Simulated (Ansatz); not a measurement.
F₄Te (SMILES F[Te](F)(F)F), singlet, at a GFN2-xTB geometry (core potentials on Te); B3LYP/def2-SV(P) in Ansatz (a program for electronic structure).

Here is a job for Ansatz.
Ansatz 0.2 input:
```yaml
crystal:
  periodic: [false, false, false]
  atoms:
    - {symbol: Te, position_ang: [-0.00525174, -0.00164746, 0.34667291]}
    - {symbol: F, position_ang: [1.02454800, 1.41419135, -0.47863460]}
    - {symbol: F, position_ang: [1.41932470, -1.01478931, -0.48419716]}
    - {symbol: F, position_ang: [-1.00937631, -1.40943202, -0.52286492]}
    - {symbol: F, position_ang: [-1.40415301, 1.01954865, -0.51730235]}
basis:
  gaussian:
    orbitals: def2-SV_P_.json
    point_charges:
      - {charge: 0.5, position_ang: [1.9510, -2.7951, -3.6386]}
hamiltonian:
  xc: b3lyp
```
The basis file holds def2-SV(P) in the JSON format of the Basis Set Exchange.

The log (banner, timings and long lists left out):

```
Functional definition: B3LYP
845 factors; integrals over basis functions are off by at most 1.6e-4 eV
mean field evaluation 1: about -18144.6828 eV, gradient 7.1e1 eV
mean field evaluation 2: about -18115.6122 eV, gradient 1.5e2 eV
mean field evaluation 4: about -18153.8456 eV, gradient 3.3e0 eV
mean field evaluation 8: about -18153.9741 eV, gradient 1.6e-1 eV
mean field evaluation 16: about -18153.9741 eV, gradient 4.1e-5 eV
mean field -18153.97414681 eV, -667.1462446895 hartree, gradient 4.1e-5 eV, S^2 0.000000; 0 other end points of the search recorded, 0 dependent functions left out
reference -18153.97430667 eV, -667.1462505642 hartree; 30, 30 occupied and 52, 52 virtual orbitals, 845 factors
Total energy: -18153.97430667 eV, -667.1462505642 hartree
```
